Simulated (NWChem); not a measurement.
Everything below was run with NWChem. System: C$_{6}$H$_{5}$, charge 0, spin multiplicity 2, at a geometry optimised with UPBE/def2-SVP. The structure started from a generated list of species. Its SCF solution wasn't tested for a lower state. Level: evGW0@UPBE/def2-SVP, RI basis def2-svp-rifit, 6 cycles.

The NWChem input:

```
start mol
memory heap 200 mb stack 700 mb global 1700 mb
geometry units angstroms nocenter noautoz
  C      0.000000     0.000000    -1.405839
  C     -1.233525     0.000000    -0.777301
  C     -1.221200     0.000000     0.635959
  C      0.000000     0.000000     1.331615
  C      1.221200     0.000000     0.635959
  C      1.233525     0.000000    -0.777301
  H     -2.184534     0.000000    -1.333865
  H     -2.174772     0.000000     1.188431
  H      0.000000     0.000000     2.432315
  H      2.174772     0.000000     1.188431
  H      2.184534     0.000000    -1.333865
  symmetry group C2v
end
basis spherical
  * library def2-svp
end
basis "ri basis" bse spherical
  * library def2-svp-rifit
end
dft
  xc xpbe96 cpbe96
  odft
  mult 2
  iterations 100
  direct
  tolerances tight
end
task dft energy
gw
  evgw0 6
  states alpha occ -1 vir -1
  states beta occ -1 vir -1
end
task dft gw
```

NWChem printed:

```
             Northwest Computational Chemistry Package (NWChem) 7.3.0
             --------------------------------------------------------

                                NWChem Input Module
                                -------------------

 Scaling coordinates for geometry "geometry" by  1.889725989
 (inverse scale =  0.529177249)

 Turning off AUTOSYM since
 SYMMETRY directive was detected!

                             Geometry "geometry" -> ""
                             -------------------------

 Output coordinates in angstroms (scale by  1.889725989 to convert to a.u.)

  No.       Tag          Charge          X              Y              Z
 ---- ---------------- ---------- -------------- -------------- --------------
    1 C                    6.0000     0.00000000     0.00000000    -1.40583900
    2 C                    6.0000    -1.23352500     0.00000000    -0.77730100
    3 C                    6.0000    -1.22120000     0.00000000     0.63595900
    4 C                    6.0000     0.00000000     0.00000000     1.33161500
    5 C                    6.0000     1.22120000     0.00000000     0.63595900
    6 C                    6.0000     1.23352500     0.00000000    -0.77730100
    7 H                    1.0000    -2.18453400     0.00000000    -1.33386500
    8 H                    1.0000    -2.17477200     0.00000000     1.18843100
    9 H                    1.0000     0.00000000     0.00000000     2.43231500
   10 H                    1.0000     2.17477200     0.00000000     1.18843100
   11 H                    1.0000     2.18453400     0.00000000    -1.33386500

 Effective nuclear repulsion energy (a.u.)     192.9296313299

            Nuclear Dipole moment (a.u.)
            ----------------------------
        X                 Y               Z
 ---------------- ---------------- ----------------
     0.0000000000     0.0000000000    -0.0000018897

      Symmetry information
      --------------------

 Group name             C2v
 Group number             16
 Group order               4
 No. of unique centers     7

      Symmetry unique atoms
[...]
@GW        32         11.023           0.000
@GW        33         11.780           0.000
@GW        34         12.553           0.000
@GW        35         14.182           0.000
@GW        36         14.074           0.000
@GW        37         14.220           0.000
@GW        38         14.241           0.000
@GW        39         15.785           0.000
@GW        40         15.667           0.000
@GW        41         16.057           0.000
@GW        42         17.514           0.000
@GW        43         17.558           0.000
@GW        44         17.272           0.000
@GW        45         17.598           0.000
@GW        46         19.107           0.000
@GW        47         19.305           0.000
@GW        48         19.646           0.000
@GW        49         20.040           0.000
@GW        50         20.635           0.000
@GW        51         20.914           0.000
@GW        52         20.841           0.000
@GW        53         22.712           0.000
@GW        54         22.733           0.000
@GW        55         22.875           0.000
@GW        56         23.072           0.000
@GW        57         23.725           0.000
@GW        58         24.578           0.000
@GW        59         26.079           0.000
@GW        60         27.633           0.000
@GW        61         31.967           0.000
@GW        62         33.456           0.000
@GW        63         35.992           0.000
@GW        64         37.519           0.000
@GW        65         38.344           0.000
@GW        66         38.377           0.000
@GW        67         37.369           0.000
@GW        68         39.143           0.000
@GW        69         43.475           0.000
@GW        70         43.025           0.000
@GW        71         48.992           0.000
@GW        72         50.285           0.000
@GW        73         51.392           0.000
@GW        74         52.047           0.000
@GW        75         51.752           0.000
@GW        76         52.351           0.000
@GW        77         52.186           0.000
@GW        78         52.979           0.000
@GW        79         52.810           0.000
@GW        80         54.134           0.000
@GW        81         54.201           0.000
@GW        82         57.934           0.000
@GW        83         56.552           0.000
@GW        84         58.868           0.000
@GW        85         57.074           0.000
@GW        86         61.464           0.000
@GW        87         61.569           0.000
@GW        88         63.042           0.000
@GW        89         64.442           0.000
@GW        90         65.191           0.000
@GW        91         66.904           0.000
@GW        92         69.386           0.000
@GW        93         68.274           0.000
@GW        94         68.472           0.000
@GW        95         69.641           0.000
@GW        96         68.984           0.000
@GW        97         72.726           0.000
@GW        98         75.987           0.000
@GW        99         77.346           0.000
@GW       100         78.301           0.000
@GW       101         79.386           0.000
@GW       102         79.993           0.000
@GW       103         82.807           0.000
@GW       104         83.657           0.000
@GW       105         85.911           0.000
@GW       106         88.986           0.000
@GW       107         92.931           0.000
@GW       108         94.080           0.000
@GW       109        105.735           0.000

     GW Timing Statistics
   ------------------------
   Init.   :          0.0s
     ERIs  :          1.3s
     Distr.:          0.1s
     Vxc   :          0.3s
   Sigma_x :          0.0s
   RPA     :         10.9s
   Wmn     :         11.0s
   Sigma_c :         12.4s
   GW total:         36.2s

 Task  times  cpu:       36.2s     wall:       36.2s

 Total times  cpu:       44.1s     wall:       44.1s
```
